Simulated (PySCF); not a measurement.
Species: Zn(nBu)2, C8H18Zn (singlet state).
Structure used (PBE0-D3(BJ)/def2-SVP), in Å, numbered top down from 1:
```xyz
27
C8H18Zn angstrom
Zn    -0.2059   -0.2050    0.0009
C     -0.2474   -0.1639    1.9586
C     -1.3041    0.7638    2.5612
C     -1.3679    0.7582    4.0896
C     -0.1154    1.2866    4.7716
H     -0.4070   -1.1961    2.3244
H      0.7608    0.1186    2.3121
H     -1.1328    1.8033    2.2232
H     -2.3033    0.4940    2.1761
H     -2.2373    1.3576    4.4127
H     -1.5683   -0.2728    4.4331
H     -0.2229    1.2865    5.8671
H      0.7686    0.6772    4.5288
H      0.1008    2.3218    4.4595
C     -0.1606   -0.2466   -1.9566
C      0.7806   -1.2902   -2.5601
C      0.7763   -1.3517   -4.0887
C      1.2817   -0.0888   -4.7691
H     -1.1906   -0.4187   -2.3233
H      0.1082    0.7656   -2.3097
H      1.8175   -1.1071   -2.2212
H      0.5224   -2.2936   -2.1775
H      1.3915   -2.2094   -4.4131
H     -0.2509   -1.5701   -4.4325
H      1.2948   -0.1992   -5.8643
H      0.6499    0.7818   -4.5347
H      2.3086    0.1524   -4.4477
```

Computed, not measured: PBE0-D3(BJ)/def2-SVP geometry optimisation, gas phase (PySCF).

Question: Which atoms are bound to Zn1, and at what distances?

Answer: 2 atoms: C15 1.958 Å, C2 1.959 Å. The nearest atom not counted as bound is H20, at 2.53 Å (others tie with it).

Question: What is the shape at Zn1?

Answer: Linear: angle 179.9°.

Question: What are the other bond lengths?

Answer: C2–C3, C15–C16 1.530 Å; C3–C4, C16–C17 1.530 Å; C4–C5, C17–C18 1.521 Å. (A selection.)

Question: Give some angles away from the centre.

Answer: Zn1–C2–C3 114.9°, C2–C3–C4 114.8°, C3–C4–C5 114.4°.

Point group: C2 (tolerance 0.08 Å). Charge 0, singlet. Stationary, but not proved a minimum.
